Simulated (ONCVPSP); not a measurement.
# An all-electron radial function and its pseudo partner (Ni (Z = 28))

Columns: radius, all-electron u(r) and pseudo u(r) of the 3s shell (level -150.58 eV) of nickel in the configuration [Ne] 3s2 3p6 3d7; PBE, scalar-relativistic, ONCV scheme, ONCVPSP 4.0.1.

| r (bohr) | all-electron | pseudo |
| --- | --- | --- |
| 0.057 | 0.1653 | 0.0897 |
| 0.115 | -0.4901 | 0.1902 |
| 0.172 | -0.6943 | 0.3048 |
| 0.230 | -0.4907 | 0.4397 |
| 0.288 | -0.0902 | 0.5902 |
| 0.345 | 0.3333 | 0.7454 |
| 0.402 | 0.7013 | 0.8970 |
| 0.460 | 0.9851 | 1.0353 |
| 0.518 | 1.1716 | 1.1460 |
| 0.575 | 1.2712 | 1.2199 |
| 0.632 | 1.3044 | 1.2554 |
| 0.690 | 1.2868 | 1.2523 |
| 0.747 | 1.2344 | 1.2153 |
| 0.805 | 1.1582 | 1.1504 |
| 0.862 | 1.0703 | 1.0682 |
| 0.920 | 0.9748 | 0.9745 |
| 0.977 | 0.8802 | 0.8800 |
| 1.035 | 0.7865 | 0.7863 |
| 1.092 | 0.6992 | 0.6991 |
| 1.150 | 0.6167 | 0.6165 |
| 1.208 | 0.5411 | 0.5410 |
| 1.265 | 0.4738 | 0.4737 |
| 1.322 | 0.4134 | 0.4133 |
| 1.380 | 0.3586 | 0.3585 |
| 1.438 | 0.3102 | 0.3101 |
| 1.495 | 0.2683 | 0.2682 |

(1) How many radial nodes do the two functions have?

(2) At about which radius was the pseudo-wave matched?

(3) Is the pseudo-wave norm-conserving?

## Answers

(1) The all-electron 3s function has n − l − 1 = 2; the pseudo-wave has 0, since the states of the same l below it are removed with the core.

(2) 0.95 bohr, where the columns begin to agree (steps of 0.06 bohr).

(3) Yes: the ONCV scheme keeps the norm inside the radius equal to the all-electron one, which fixes the energy derivative of the logarithmic derivative at the level.
